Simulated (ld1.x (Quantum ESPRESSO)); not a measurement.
## iron (Fe), TM semilocal: configuration errors across variants

ld1.x (Quantum ESPRESSO) 7.5 input, shortened:

```
&input
   title='Fe', zed=26., rel=1, dft='PBESOL', iswitch=3,
   config='[Ar] 3d6 4s1.75 4p0.25'
 /
 &inputp
   pseudotype=1, tm=.true., lloc=1,
   nlcc=.true., new_core_ps=.true.
 /
3
4S  1  0   1.75   0.00  2.25  2.25  0.0
3D  3  2   6.00   0.00  0.80  0.80  0.0
4P  2  1   0.25   0.00  3.50  3.50  0.0
 &test
   configts(1)='3d6 4s1.75 4p0.25'
 /
```

All-electron excitation energies from the reference (eV): (1) 3d6 4s2 4p0 -1.010; (2) 3d6 4s1 4p0 7.735; (3) 3d6 4s0 4p0 23.850; (4) 3d7 4s1 4p0 -1.811; (5) 3d5 4s2 4p1 7.766; (6) 3d5 4s2 4p0 13.224; (7) 3d6 4s1 4p1 3.124.

A semilocal file is local in each channel, so a ghost entry of none says nothing of the separable form that plane-wave codes build from it.

The default core radius of the base comes out at 0.88 bohr.

2 further variants failed, have other tests or another functional or relativity, and are left out.

Errors AE − PS in meV (a dash: test not solved or not reliable):

```tsv
change	(1)	(2)	(3)	(4)	(5)	(6)	(7)	bound ghosts
base	+0.1	-7.5	-55	-116	-248	-209	-0.4	none
wave 4s (bound): rc 2.25 bohr becomes 4s (bound): rc 2.62 bohr	0.0	-6.6	-56	-101	-217	-161	-0.8	none
core correction Bessel-smoothed model core inside 0.86 bohr	+0.1	-7.5	-55	-116	-248	-209	-0.4	none
all radii but the core radius scaled by about 1.05 (s 2.36, p 3.68, d 0.84 bohr)	+0.1	-7.5	-55	-112	-238	-201	+0.1	none
wave 4p (bound): rc 3.50 bohr becomes 4p (bound): rc 3.26 bohr	0.0	-7.3	-54	-116	-253	-208	-0.8	none
wave 3d (bound): rc 0.80 bohr becomes 3d (bound): rc 0.84 bohr	+0.1	-7.5	-54	-116	-249	-210	-0.4	none
```

(1) Give the same row for: wave 3d (bound): rc 0.80 bohr becomes 3d (bound): rc 0.88 bohr.

Results:

(1) +0.1, -7.4, -54, -116, -250, -211, -0.4; bound ghosts: none.
